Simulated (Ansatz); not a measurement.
A made-up structure of NaGaH$_{2}$, closed shell:

```xyz
4
angstrom
Na 0.1859 -0.0692 0.1080
Ga -2.1309 0.8052 -1.2365
H 0.7601 -1.9382 0.3491
H 1.5347 1.0696 0.9824
```

It is relaxed with PBE-D4/def2-SVP and then PBE0-D4/def2-TZVP (Ansatz 0.2.0). Atoms count as bonded within 1.22 times the sum of their covalent radii (H–H: 0.88 Å). The end point is not checked to be a true minimum.

Problem. Does its bonding change? (A judgement: the text doesn't fix the answer.)

Solution. Computed: Yes. Formed: Ga2–H3, Ga2–H4; broken: none.

Where it ends: The first stage lowers the energy by 4.21 eV in 14 steps. It ends as NaGaH₂ ([H]1[Na]2[H][Ga]12):
Na1  (1.394, -0.529, 0.809)
Ga2  (-1.061, 0.403, -0.616)
H3  (-0.296, -1.185, -0.244)
H4  (0.313, 1.179, 0.254)
(Å)

Labels in which every atom is bracketed show which atoms are joined, not bond orders.

For scale, one of the runs: PBE0-D4/def2-TZVP relaxation, 92 basis functions, launched by `ansatz run in.yaml --threads 2 --pin off --events-out ev --progress --plain --max-ram 4352MiB`. The run took about 7.5 s on 2 CPU threads of an Arm Neoverse V1 (shared host).
